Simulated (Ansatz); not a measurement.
`[BH2][AlH][OH]` + CH₃NH₂ → `C[NH][AlH][OH]` + BH₃ at 500 K and 1 bar (cleavage of the Al–B bond).

Computed with Ansatz on PBE0-D4/def2-TZVP structures; ΔE is electronic, products minus reactants. CCSD(T)/CBS adds triple-zeta CCSD(T) − MP2 to the extrapolated MP2 energy (def2 sets, frozen cores). This one scheme is used for every species. Each species was taken in one conformer, which may not be the lowest.

| species | CCSD(T)/CBS energy (Eh) | H − E (kJ/mol) | S (J/(mol·K)) |
| --- | --- | --- | --- |
| `[BH2][AlH][OH]` | -344.39123 | 140.6 | 347.8 |
| CH₃NH₂ | -95.75281 | 191.8 | 270.3 |
| `C[NH][AlH][OH]` | -413.63722 | 239.9 | 386.9 |
| BH₃ | -26.55200 | 86.8 | 208.8 |

H − E and S are ideal-gas, rigid-rotor, harmonic terms from PBE0-D4/def2-TZVP, for one conformer and one mirror image of each species. 1 Eh = 2625.50 kJ/mol, R = 8.31446 J/(mol·K).

Problem. By hand: ΔE, ΔH, ΔS and ΔG.

Solution. ΔE = (-413.63722) + (-26.55200) − (-344.39123) − (-95.75281) = -0.04518 Eh = -118.6 kJ/mol. Δ(H − E) = 239.9 + 86.8 − 140.6 − 191.8 = -5.7, so ΔH = -124.3 kJ/mol. ΔS = 386.9 + 208.8 − 347.8 − 270.3 = -22.4 J/(mol·K). ΔG = -124.3 − 500 × (-22.4)/1000 = -113.1 kJ/mol.

Problem. By hand: the equilibrium constant, and the temperature at which ΔG would vanish if ΔH and ΔS stayed fixed.

Solution. log₁₀ K = −ΔG/(RT ln 10) = 11.8. ΔG = 0 at ΔH/ΔS = 5549 K, far beyond where these terms or the molecules hold.

ΔH outweighs TΔS. A doubt of 5 kJ/mol in ΔE shifts log₁₀ K by 0.5 here. Other conformers and mirror images would add mixing entropy, several J/(mol·K) or more a flexible species. These are equilibria of isolated gas molecules and say nothing of rates. Largest T1 diagnostic: 0.012 (customary marks: 0.02 for closed shells, 0.045 for open ones).
